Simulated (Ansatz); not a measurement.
A run of Ansatz (development build ahead of 0.2.0) on singlet H₁₄ at this shape:

```yaml
atoms:
  - { symbol: H, position_ang: [1.8489, -1.2708, 0.6812] }
  - { symbol: H, position_ang: [1.6634, -1.6283, -0.2814] }
  - { symbol: H, position_ang: [1.1484, -1.6633, -1.1883] }
  - { symbol: H, position_ang: [0.4060, -1.3688, -1.8598] }
  - { symbol: H, position_ang: [-0.4168, -0.8033, -2.1629] }
  - { symbol: H, position_ang: [-1.1571, -0.0787, -2.0377] }
  - { symbol: H, position_ang: [-1.6682, 0.6616, -1.5089] }
  - { symbol: H, position_ang: [-1.8489, 1.2708, -0.6812] }
  - { symbol: H, position_ang: [-1.6634, 1.6283, 0.2814] }
  - { symbol: H, position_ang: [-1.1484, 1.6633, 1.1883] }
  - { symbol: H, position_ang: [-0.4060, 1.3688, 1.8598] }
  - { symbol: H, position_ang: [0.4168, 0.8033, 2.1629] }
  - { symbol: H, position_ang: [1.1571, 0.0787, 2.0377] }
  - { symbol: H, position_ang: [1.6682, -0.6616, 1.5089] }
```

Its results:

```yaml
Converged: yes
Reference_energy: -7.51520 hartree
Correlation_energy: -0.28459 hartree
Total_energy: -7.79979 hartree
Spin_squared_of_the_determinant: 0.000
```

Task: Which input gives this output? Name the method, the orbitals and the basis set, and write the input.

Result: RHF-MP2 in def2-SVP. An unrestricted run that stays on the closed shell gives the same numbers.

```yaml
crystal:
  periodic: [false, false, false]
  atoms:
    - { symbol: H, position_ang: [1.84892, -1.27075, 0.6812] }
    - { symbol: H, position_ang: [1.66341, -1.62826, -0.2814] }
    - { symbol: H, position_ang: [1.14845, -1.66326, -1.18826] }
    - { symbol: H, position_ang: [0.40602, -1.36884, -1.85978] }
    - { symbol: H, position_ang: [-0.41683, -0.80331, -2.16294] }
    - { symbol: H, position_ang: [-1.15712, -0.07866, -2.0377] }
    - { symbol: H, position_ang: [-1.66823, 0.66156, -1.50888] }
    - { symbol: H, position_ang: [-1.84892, 1.27075, -0.6812] }
    - { symbol: H, position_ang: [-1.66341, 1.62826, 0.2814] }
    - { symbol: H, position_ang: [-1.14845, 1.66326, 1.18826] }
    - { symbol: H, position_ang: [-0.40602, 1.36884, 1.85978] }
    - { symbol: H, position_ang: [0.41683, 0.80331, 2.16294] }
    - { symbol: H, position_ang: [1.15712, 0.07866, 2.0377] }
    - { symbol: H, position_ang: [1.66823, -0.66156, 1.50888] }
basis:
  gaussian: { orbitals: def2-SVP }
hamiltonian:
  xc: hf
correlation:
  method: mp2
  frozen_orbitals: { H: 0 }
```

Caution: bonds are stretched, where a single reference can fail; stretched shape with no unrestricted run beside it, a lower state can exist.
